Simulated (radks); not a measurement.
Values are calculated unless marked as measured or tabulated.
Q: The mean radii <r> (bohr) of the occupied orbitals of an atom or ion are listed with their occupations. Level of theory: Dirac Kohn-Sham, PBE, spin-unpolarised, spherical densities, point nucleus (a radial shooting solver on a logarithmic mesh with Libxc functionals).

| orbital | occ. | <r> |
|---|---|---|
| 1s1/2 | 2 | 0.01686 |
| 2s1/2 | 2 | 0.07044 |
| 2p1/2 | 2 | 0.05798 |
| 2p3/2 | 4 | 0.06653 |
| 3s1/2 | 2 | 0.1832 |
| 3p1/2 | 2 | 0.1735 |
| 3p3/2 | 4 | 0.1892 |
| 3d3/2 | 4 | 0.1647 |
| 3d5/2 | 6 | 0.1695 |
| 4s1/2 | 2 | 0.4063 |
| 4p1/2 | 2 | 0.4086 |
| 4p3/2 | 4 | 0.4422 |
| 4d3/2 | 4 | 0.4497 |
| 4d5/2 | 6 | 0.4605 |
| 5s1/2 | 2 | 0.8723 |
| 4f5/2 | 6 | 0.4821 |
| 4f7/2 | 8 | 0.4881 |
| 5p1/2 | 1.33333 | 0.9163 |
| 5p3/2 | 2.66667 | 0.9789 |

Name the element and its charge. Open shells, if any, are shared by 2j + 1.

A: Z = 79, gold, charge +13: Au13+ in [Kr] 4d10 4f14 5s2 5p4. The 1s radius gives Z: for a bare nucleus <r> = (2 gamma + 1)/(2Z) with gamma = sqrt(1 - (Z/c)^2), 0.01667 bohr for Z = 79, and screening makes it slightly larger (0.01686 here). The occupations add up to 66, and the charge is Z minus that.
